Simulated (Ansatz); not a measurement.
Consider the cleavage of the Si–Si bond: `N[SiH2][SiH](O)O` + `CN[SiH3]` → `CN([SiH3])[SiH](O)O` + `N[SiH3]`.

Calculated with Ansatz (gas phase, PBE0-D4/def2-TZVP geometries, no zero-point term in ΔE). CBS: MP2 limit from def2 TZ/QZ plus the TZ coupled-cluster correction, frozen cores. This one scheme is used for every species. Functionals use def2-TZVPP. B3LYP here is the variant with VWN-RPA as its local correlation; programs differ in this. One conformer a species, not always the lowest.

`N[SiH2][SiH](O)O`:

Cartesian coordinates in Å:
```
N 0.572 1.766 0.450
Si 0.276 0.266 1.269
Si -0.333 -1.179 -0.469
O -1.707 -0.486 -1.074
O 0.883 -1.240 -1.581
H -0.185 2.156 -0.092
H 1.065 2.501 0.934
H 1.563 -0.149 1.891
H -0.741 0.306 2.365
H -0.580 -2.606 -0.136
H -2.142 -0.927 -1.806
H 1.330 -0.407 -1.750
```

`CN[SiH3]`:

Z-matrix (Å, degrees):
```
C
N 1 1.447
H 1 1.093 2 109.5
H 1 1.094 2 110.9 3 -117.8
H 1 1.098 2 113.8 3 120.2
Si 2 1.716 1 123.0 3 -36.9
H 2 1.007 1 113.6 3 170.5
H 6 1.486 2 107.4 1 175.3
H 6 1.488 2 108.6 1 55.3
H 6 1.496 2 115.3 1 -64.3
```

`CN([SiH3])[SiH](O)O`:

Cartesian coordinates in Å:
```
C -0.049 -0.015 -1.747
N 0.209 -0.057 -0.305
Si 1.100 -1.415 0.275
Si -0.586 1.155 0.623
O -2.217 1.075 0.580
O -0.133 1.019 2.191
H 0.849 -0.284 -2.313
H -0.337 0.994 -2.056
H -0.857 -0.692 -2.045
H 0.299 -2.671 0.335
H 2.246 -1.659 -0.643
H 1.612 -1.127 1.641
H -0.285 2.470 0.018
H -2.641 0.360 1.058
H 0.789 0.847 2.388
```

`N[SiH3]`:

Z-matrix (Å, degrees):
```
Si
N 1 1.720
H 1 1.486 2 107.9
H 1 1.494 2 116.0 3 -120.3
H 1 1.486 2 107.9 3 119.4
H 2 1.007 1 119.6 3 -168.6
H 2 1.007 1 119.6 3 49.2
```

```tsv
level	ΔE (kJ/mol)	difference from CCSD(T)/CBS
PBE-D4	-70.5	23.7
r2SCAN-D4	-88.5	5.7
PBE0-D4	-78.8	15.4
B3LYP-D4	-87.6	6.6
ωB97X-V	-87.6	6.6
ωB97M-V	-95.7	-1.5
B2PLYP	-90.4	3.8
PBE	-66.5	27.7
r2SCAN	-87.3	6.9
PBE0	-75.3	18.9
B3LYP	-81.2	13.0
HF/def2-TZVPP	-99.2	-5.0
MP2/def2-TZVPP	-102.7	-8.5
SCS-MP2/def2-TZVPP	-101.0	-6.8
CCSD/def2-TZVPP	-95.9	-1.7
CCSD(T)/def2-TZVPP	-95.9	-1.7
HF/def2-QZVPP	-100.8	-6.6
MP2/def2-QZVPP	-102.3	-8.1
SCS-MP2/def2-QZVPP	-100.5	-6.3
HF/CBS(def2)	-101.0	-6.8
MP2/CBS(def2)	-101.0	-6.8
CCSD/CBS(def2)	-94.2	0.0
CCSD(T)/CBS	-94.2	0
```

Largest T1 diagnostic among the species: 0.012.

The D4 term adds −6.4 kJ/mol with B3LYP and −3.5 kJ/mol with PBE0; it sums over pairs of atoms, weighted by their polarisabilities, and B3LYP, whose exchange is more repulsive, gets the larger term. From PBE to PBE0 (25 % exact exchange), in def2-TZVPP and without D4, ΔE moves by −8.8 kJ/mol.

CCSD(T)/CBS has its own doubt, a few kJ/mol and more with outer-core shells, so smaller differences from it don't rank the levels.
